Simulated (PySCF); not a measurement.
# Computed properties of C₄H₅FO, SMILES C1(=C(CO1)F)C

3-fluoro-4-methyl-2H-oxete (C₄H₅FO), SMILES FC1=C(C)OC1. The structure is a stationary point at r2SCAN-D4/def2-SVP. Other conformers were not sampled. All values are computed for the isolated molecule unless a solvent is named; none is compared with measurement here.

**Structure.** The optimised structure has Cs symmetry. All 27 harmonic modes at r2SCAN-D4/def2-SVP (PySCF) are real, so it is a minimum. With heavy atoms numbered as in [CH3:1][C:2]1=[C:3]([F:4])[CH2:5][O:6]1, the shortest bond between them is C3–F4 at 1.328 Å and the longest C3–C5 at 1.499 Å.

**Vibrations.** The strongest infrared lines (harmonic, unscaled, degenerate partners summed) lie at 1411 cm⁻¹ (80 km/mol, C 64 %, H 30 %), 1348 cm⁻¹ (73 km/mol, H 49 %, C 45 %), 1278 cm⁻¹ (70 km/mol, H 44 %, C 39 %, O 14 %). The softest mode is at 152 cm⁻¹ and the zero-point energy is 51.9 kcal/mol.

**Electronic structure.** r2SCAN/def2-TZVP (PySCF) places the frontier levels at -5.15 and 0.03 eV, a gap of 5.18 eV, and gives a dipole moment of 0.30 D and a mean polarisability of 50.8 bohr³. PBE/def2-TZVP (PySCF) at the same geometry gives -4.94 and -0.21 eV, so its gap is 0.45 eV narrower. An orbital gap is neither the optical nor the fundamental gap.

**Excitations.** TDA-B3LYP/def2-SVPD (PySCF) has S1 at 5.53 eV (224 nm, f = 0.004, weak); the most intense of the 10 singlets computed lies at 6.58 eV (f = 0.17). T1 (TDA) is at 4.01 eV, 1.52 eV under S1. TDA-PBE/def2-SVPD (PySCF) puts S1 at 5.08 eV. No vertical singlet excitation falls in the visible range (under 3.1 eV).

**NMR.** GIAO shifts at KT2/pcSseg-1 (PySCF) (non-relativistic, atoms alike by connectivity averaged): ¹³C from 15.5 to 144.2 ppm against TMS; ¹H from 2.3 to 5.4 ppm against TMS; ¹⁹F at -171.7 ppm against CFCl3.
